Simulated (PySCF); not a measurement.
C2H2Cl, SMILES [CH]=CCl, multiplicity 2. Atoms are numbered in the order given.

```xyz
5

C      0.2431    -1.6952     0.0000
C     -0.5178    -0.6453     0.0000
Cl     0.1159     0.9825     0.0000
H      1.2787    -1.9889     0.0000
H     -1.6008    -0.6713     0.0000
```
Charge 0, spin multiplicity 2.

Geometry: PBE0-D3(BJ)/def2-TZVP. The isomer is the one that the SMILES or the coordinates give; other isomers of the formula were not compared.

The numbers are results of PySCF with PBE0/pcH-1, not measurements.

Unrestricted Kohn–Sham, ⟨S²⟩ = 0.766. Hyperfine tensors hold the contact and dipolar terms, without spin-orbit corrections.

**Question.** Estimate the hyperfine couplings. (The exact figures need the calculation; the answer reports its results.)

**Answer.** 
```csv
nucleus,A(iso) (MHz),A(iso) (G),dipolar principal values (MHz)
13C no. 1,302.5,107.9,"-83.7, -54.5, 138.3"
13C no. 2,31.4,11.2,"-21.3, 3.0, 18.2"
35Cl no. 3,30.9,11.0,"-27.3, -21.4, 48.7"
1H no. 4,6.8,2.4,"-31.7, -8.4, 40.1"
1H no. 5,69.3,24.7,"-6.0, -4.6, 10.6"
```

**Question.** And the g tensor (effective nuclear charges for spin-orbit coupling, GIAO)? (An estimate is asked for; the answer gives what the named calculation found.)

**Answer.** principal values 1.9972, 2.0012, 2.0025; isotropic 2.0003.
